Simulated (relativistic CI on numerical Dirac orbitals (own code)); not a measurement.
**Zn⁴⁺: L2,3 absorption edge**

Computed with this model: Dirac-Coulomb-Breit CI, orbitals from a KLI potential per configuration, model QED (radiative potential, 1s self-energy scaled to tabulated hydrogen-like ionisation energies), valence Slater integrals scaled by 0.8, multiplet model of core-to-valence dipole absorption; configurations [Ar] 3d8 → [He] 2s2 2p5 3s2 3p6 3d9; 300 K; Lorentzian 0.24 eV and Gaussian 0.3 eV FWHM. Energies are those of the free ion, without screening or charge transfer. The branching ratio is the share of the lower-energy edge in the whole absorption, uncertain by about 0.02 where the edges overlap. S is read from ⟨S²⟩ = S(S + 1).

Field parameters in Wybourne normalisation: D3d B²₀ = −7Dσ, B⁴₀ = −14Dq − 21Dτ, B⁴₃ = −14√(10/7) Dq; D4h B²₀ = −7Ds, B⁴₀ = 21(Dq − Dt), B⁴₄ = 21√(5/14) Dq; Oh B⁴₀ = 21Dq, B⁴₄ = √(5/14) B⁴₀; Td as Oh with Dq negative (B⁴₀ = 21Dq, B⁴₄ = √(5/14) B⁴₀). The field is a parameter set, without covalency.

Case Oh, 10Dq = 27300 cm⁻¹, the dichroism is that of the ground state at zero temperature, magnetised by exchange field 10 meV on Sz. The dichroism I(Δm = −1) − I(Δm = +1), over the sum of the three polarisations, integrates to -0.1325 on the lower edge and 0.0853 on the upper edge. The branching ratio is 0.733.

**Question.** Use the orbital sum rule with 2 holes to get ⟨Lz⟩.

**Answer.** For a p → d edge ⟨Lz⟩ = 2 × n_h × (sum of both integrals) in this sign convention = -0.19; the ground state itself has ⟨Lz⟩ = -0.17 and ⟨Sz⟩ = -1.00. The rule assumes one radial integral for both edges, which relativistic orbitals only approach.
